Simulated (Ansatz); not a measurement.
A nudged elastic band was laid between two geometries of F3HOZr + H3P (10 atoms, charge 0, multiplicity 1).

Method: RKS BHLYP/def2-SVP (Ansatz).

```
movable images  : 7
climbing image  : yes
spring          : 5.0 eV/Å²
optimiser       : quadratic models (default)
start path      : straight line
force threshold : 0.05 eV/Å
iteration limit : 60
end points      : relaxed
```

First end point:

```xyz
10
Properties=species:S:1:pos:R:3
Zr -0.225 0.182 -0.007
O -0.419 0.275 1.880
H -0.507 0.311 2.825
F 1.614 0.286 -0.500
F -1.134 1.652 -0.800
F -0.993 -1.426 -0.684
P 1.880 -3.168 1.290
H 0.754 -3.266 0.435
H 2.495 -2.135 0.539
H 1.250 -2.275 2.194
```

Last end point:

```xyz
10
Properties=species:S:1:pos:R:3
Zr 0.643 -0.347 0.020
O -1.061 -0.902 1.521
H -1.765 -1.505 1.279
F 1.888 0.226 -1.293
F 0.152 1.329 0.811
F -0.534 -1.453 -1.014
P 2.231 -1.706 1.619
H 1.440 -2.884 1.524
H 3.127 -2.080 0.584
H -1.406 -0.241 2.123
```

(1) Which bonds break or form, and what moves?

(2) What energy profile does the band end with?

(3) What is the geometry of the highest image?

Results:

(1) Bonds broken: P7–H10. Bonds formed: Zr1–P7, O2–H10. F3HOZr + H3P becomes F3H4OPZr.

(2) The forces met the threshold. The highest image is number 3 of 0 to 8, 36.2 kcal/mol above the first end and 21.5 kcal/mol above the last; the last end lies 14.8 kcal/mol above the first. The order of the point at the top wasn't checked. The orbitals stay closed-shell, which can raise the energy where a bond breaks towards radicals; this wasn't checked here.

```csv
image,path coordinate (Å),energy (kcal/mol),P7–H10 (Å),Zr1–P7 (Å),O2–H10 (Å)
0,0.00,0.0,1.42,4.16,3.06
1,0.70,1.1,1.42,3.79,2.41
2,1.40,10.2,1.44,3.34,1.88
3,2.10,36.2,1.76,2.99,1.18
4,3.25,19.9,2.46,2.72,0.96
5,4.40,16.8,2.74,2.68,0.96
6,5.54,16.2,2.83,2.66,0.96
7,6.69,15.1,3.38,2.64,0.96
8,7.83,14.8,3.95,2.63,0.96
```

(3) 
```xyz
10
Properties=species:S:1:pos:R:3:forces:R:3
Zr 0.135 -0.341 -0.031 0.00 0.00 0.00
O -0.321 -0.414 2.009 0.02 0.00 0.01
H -0.754 0.029 2.739 0.00 0.00 0.00
F 1.768 0.341 -0.706 0.00 0.00 0.00
F -0.967 1.201 -0.153 0.00 0.00 0.00
F -0.716 -1.551 -1.212 0.00 0.00 0.00
P 1.573 -2.515 1.435 0.00 0.00 0.00
H 0.970 -3.151 0.323 0.00 0.00 0.00
H 2.585 -1.843 0.710 0.01 0.00 0.00
H 0.442 -1.318 2.061 -0.01 0.00 0.00
```

The run took 5.7 min on 4 threads of Arm Neoverse V2, with other jobs on the host, peak memory 0.36 GiB.
